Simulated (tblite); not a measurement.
Compound: CH13PSi4.
SMILES with atom numbers: `[CH3:1][Si:2]([SiH3:3])([SiH3:4])[SiH2:5][PH2:6]` (hydrogens: H7, H8, H9 on C1; H10, H11, H12 on Si3; H13, H14, H15 on Si4; H16, H17 on Si5; H18, H19 on P6)

The geometry is computed with GFN2-xTB (gas phase).

Problem. List the bond lengths, angles and torsions at this level.

Solution. 
```csv
bond,length (Å)
C1–Si2,1.921
"Si2–Si3, Si2–Si4",2.351
Si2–Si5,2.349
Si5–P6,2.242
"C1–H7, C1–H8, C1–H9",1.086
Si3–H10 and 5 like bonds,1.465
"Si5–H16, Si5–H17",1.473
"P6–H18, P6–H19",1.378
```

Bonds in one row agree within 0.01 Å and their mean is given. A selection of angles:
```csv
angle,degrees
Si2–C1–H7,111.1
H7–C1–H8,107.4
C1–Si2–Si3,107.9
C1–Si2–Si5,105.5
Si3–Si2–Si4,114.0
Si3–Si2–Si5,110.6
Si2–Si3–H10,111.2
Si2–Si3–H11,112.6
H10–Si3–H11,107.3
H11–Si3–H12,106.4
Si2–Si5–P6,104.6
Si2–Si5–H16,117.3
P6–Si5–H16,103.4
P6–Si5–H17,109.2
H16–Si5–H17,103.9
Si5–P6–H18,94.7
H18–P6–H19,92.1
```

Dihedral angles: C1–Si2–Si5–P6 -173° (antiperiplanar). The mirror-image conformer, all signs reversed, is as good.

Si3 (SiH3 silicon) is tetrahedral (angles from 106.4° to 112.6°). P6 (three-coordinate phosphorus) is pyramidal (angles 95.8°, 94.7° and 92.1°, sum 282.6°, 0.83 Å off the plane of its three neighbours). All 3 Si–Si bonds measure 2.349 to 2.351 Å. Si5 (SiH2 silicon) is distorted tetrahedral (angles from 103.4° to 117.5°). Si2 (four-coordinate silicon) is distorted tetrahedral (angles from 105.5° to 114.0°).

Point group: C1 (no symmetry element, even within 0.4 Å). GFN2-xTB frequencies show an imaginary mode (29i cm⁻¹), so the point is no minimum at that level. Torsions: C1–Si2–Si5–P6 -173°, Si2–Si5–P6–H -71° and -164°. 3 starts were optimised and ended at 0.00, 0.38 and 1.05 kcal/mol (GFN2-xTB); the lowest of these is shown.
